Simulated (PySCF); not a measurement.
C3H4N2, charge +1, doublet, at a GFN2-xTB geometry (a state made from the parent by changing its charge; the spin is typed, not shown lowest); B3LYP/pcseg-1 (PySCF).

Here is a job for PySCF.
```python
from pyscf import gto, scf, dft

mol = gto.M(
    atom='''
C    -0.87340843   -0.80923459    0.02324144
C    -0.93582723    0.56936153   -0.31395968
N     0.30855361    1.04717364   -0.14442309
C     1.11723326   -0.00347199    0.16146451
N     0.38254689   -1.08303382    0.31406948
H    -1.68251541   -1.50683412    0.15350116
H    -1.80191694    1.18026766   -0.50109949
H     0.61014762    2.00027835   -0.32430367
H     2.18859565    0.03737954    0.25989957
''',
    basis='pcseg-1',
    charge=1,
    spin=1,
    verbose=4,
)

mf = dft.UKS(mol)
mf.xc = 'b3lyp'
mf.grids.level = 4
mf.kernel()
```

It wrote (shortened):

```
PySCF version 2.14.0

[INPUT] verbose = 4
[INPUT] num. atoms = 9
[INPUT] num. electrons = 35
[INPUT] charge = 1
[INPUT] spin (= nelec alpha-beta = 2S) = 1
[INPUT] symmetry False subgroup None
[INPUT] Mole.unit = angstrom
[INPUT] Symbol           X                Y                Z      unit          X                Y                Z       unit  Magmom
[INPUT]  1 C     -0.873408430000  -0.809234590000   0.023241440000 AA   -1.650502727586  -1.529231745625   0.043919956341 Bohr   0.0
[INPUT]  2 C     -0.935827230000   0.569361530000  -0.313959680000 AA   -1.768457164610   1.075937357563  -0.593297809356 Bohr   0.0
[INPUT]  3 N      0.308553610000   1.047173640000  -0.144423090000 AA    0.583081817646   1.978871384464  -0.272920086163 Bohr   0.0
[INPUT]  4 C      1.117233260000  -0.003471990000   0.161464510000 AA    2.111264878655  -0.006561110207   0.305123702737 Bohr   0.0
[INPUT]  5 N      0.382546890000  -1.083033820000   0.314069480000 AA    0.722908851904  -2.046637303441   0.593505301285 Bohr   0.0
[INPUT]  6 H     -1.682515410000  -1.506834120000   0.153501160000 AA   -3.179493325260  -2.847503801950   0.290075152203 Bohr   0.0
[INPUT]  7 H     -1.801916940000   1.180267660000  -0.501099490000 AA   -3.405129515814   2.230382631081  -0.946940797259 Bohr   0.0
[INPUT]  8 H      0.610147620000   2.000278350000  -0.324303670000 AA    1.153011897355   3.779978254397  -0.612845117491 Bohr   0.0
[INPUT]  9 H      2.188595650000   0.037379540000   0.259899570000 AA    4.135846375914   0.070637093262   0.491139007192 Bohr   0.0

nuclear repulsion = 164.305605215988
number of shells = 23
number of NR pGTOs = 153
number of NR cGTOs = 90
basis = pcseg-1
ecp = {}

******** <class 'pyscf.dft.uks.UKS'> ********
method = UKS
initial guess = minao
damping factor = 0
level_shift factor = 0
DIIS = <class 'pyscf.scf.diis.CDIIS'>
diis_start_cycle = 1
diis_space = 8
diis_damp = 0
SCF conv_tol = 1e-09
SCF conv_tol_grad = None
SCF max_cycles = 50
direct_scf = True
direct_scf_tol = 1e-13
number electrons alpha = 18  beta = 17
XC library pyscf.dft.libxc version 7.1.2
    S. Lehtola, C. Steigemann, M. J. T. Oliveira, and M. A. L. Marques,  SoftwareX 7, 1–5 (2018)
XC functionals = b3lyp
    P. J. Stephens, F. J. Devlin, C. F. Chabalowski, and M. J. Frisch,  J. Phys. Chem. 98, 11623 (1994)
radial grids:
    Treutler-Ahlrichs [JCP 102, 346 (1995); DOI:10.1063/1.469408] (M4) radial grids

becke partition: Becke, JCP 88, 2547 (1988); DOI:10.1063/1.454033
pruning grids: <function nwchem_prune>
grids dens level: 4
symmetrized grids: False
atomic radii adjust function: <function treutler_atomic_radii_adjust>
small_rho_cutoff = 0
Set gradient conv threshold to 3.16228e-05
tot grids = 204408
init E= -227.139052773134

cycle= 1 E= -225.804396729621  delta_E= 1.33  |g|= 0.287  |ddm|= 2.22
cycle= 2 E= -225.447198164149  delta_E= 0.357  |g|= 0.867  |ddm|= 1.19
cycle= 3 E= -225.842166785885  delta_E= -0.395  |g|= 0.124  |ddm|= 1.04
cycle= 4 E= -225.848362913287  delta_E= -0.0062  |g|= 0.0601  |ddm|= 0.138
cycle= 5 E= -225.850015033681  delta_E= -0.00165  |g|= 0.0282  |ddm|= 0.0679
cycle= 6 E= -225.850456149927  delta_E= -0.000441  |g|= 0.00875  |ddm|= 0.0287
cycle= 7 E= -225.850544778992  delta_E= -8.86e-05  |g|= 0.00392  |ddm|= 0.0193
cycle= 8 E= -225.850565061807  delta_E= -2.03e-05  |g|= 0.00209  |ddm|= 0.00909
cycle= 9 E= -225.850574647813  delta_E= -9.59e-06  |g|= 0.000848  |ddm|= 0.00764
cycle= 10 E= -225.850577899656  delta_E= -3.25e-06  |g|= 0.000545  |ddm|= 0.00538
cycle= 11 E= -225.850578773884  delta_E= -8.74e-07  |g|= 0.00035  |ddm|= 0.0026
cycle= 12 E= -225.850579220151  delta_E= -4.46e-07  |g|= 0.00015  |ddm|= 0.00283
cycle= 13 E= -225.85057926059  delta_E= -4.04e-08  |g|= 6.97e-05  |ddm|= 0.000536
cycle= 14 E= -225.850579270055  delta_E= -9.46e-09  |g|= 3.4e-05  |ddm|= 0.000344
cycle= 15 E= -225.850579271169  delta_E= -1.11e-09  |g|= 2.45e-05  |ddm|= 8.25e-05
cycle= 16 E= -225.850579272234  delta_E= -1.06e-09  |g|= 9.35e-06  |ddm|= 8.23e-05
cycle= 17 E= -225.850579272347  delta_E= -1.13e-10  |g|= 6.26e-06  |ddm|= 2.37e-05
Extra cycle  E= -225.850579272351  delta_E= -4.21e-12  |g|= 8.96e-06  |ddm|= 1.35e-05
converged SCF energy = -225.850579272351  <S^2> = 0.76151547  2S+1 = 2.0114825
```
